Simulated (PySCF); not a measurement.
# Gas-phase XPS of `C=C(C)[B@@H-](C)[NH3+]`, computed

C₄H₁₂BN.
SMILES with atom numbers: `[CH2:1]=[C:2]([CH3:3])[B@@H-:4]([CH3:5])[NH3+:6]`

Method: delta-SCF UKS SCAN, pcX-2 on the ionised atom, pcseg-1 elsewhere, spin-free X2C in PySCF 2.14.0. Each binding energy is the total energy of the core-ionised species, with the hole localised on one atom, minus that of the ground state; both are solved self-consistently, so orbital relaxation is included.

What binding energy does each computed site have?

```tsv
atom(s)	bonded to	level	binding energy (eV)	above the level's lowest (eV)	count
B4	N, 2 C and H	B 1s	193.95	0.00	1
C1	C (double bond) and 2 H	C 1s	289.10	0.00	1
C5	3 H and B	C 1s	289.15	+0.05	1
C2	C (double bond), C and B	C 1s	289.18	+0.08	1
C3	C and 3 H	C 1s	289.92	+0.82	1
N6	3 H and B	N 1s	407.87	0.00	1
```

Lowest listed C 1s: C1, bonded to C (double bond) and 2 H. Highest, 0.82 eV above it: C3, bonded to C and 3 H. The widest gap between neighbouring values is 0.74 eV, between 289.18 and 289.92 eV. Summing the Pauling electronegativity differences to the bonded atoms, each weighted by its formal bond order, gives -0.70 for the lowest site and -1.05 for the highest; the largest sum, -0.51, belongs to C2, 0.74 eV below the top. The smallest sum, -1.56, belongs to C5, 0.05 eV above the lowest. The values 289.10, 289.15 and 289.18 eV lie too close for their order to be trusted.

Express the binding energy of C 1s of C5 in atomic units and per mole.

289.15 eV = 10.6261 Eh = 27899 kJ/mol.

Which photon wavelength matches the C 1s of C5 threshold?

λ = hc/E = 12398.42 eV Å / 289.15 eV = 42.879 Å.

Spin contamination (⟨S²⟩ against 0.75 for a pure doublet) is marked for C 1s of C2 (0.88), which makes this value less certain. Geometry: PBE0-D3(BJ)/def2-SVP, one conformer, isolated molecule.

Conformer computed: `[CH2:1]=[C:2]([CH3:3])[B@@H-:4]([CH3:5])[NH3+:6]`: C1–C2–B4–C5 -112°.
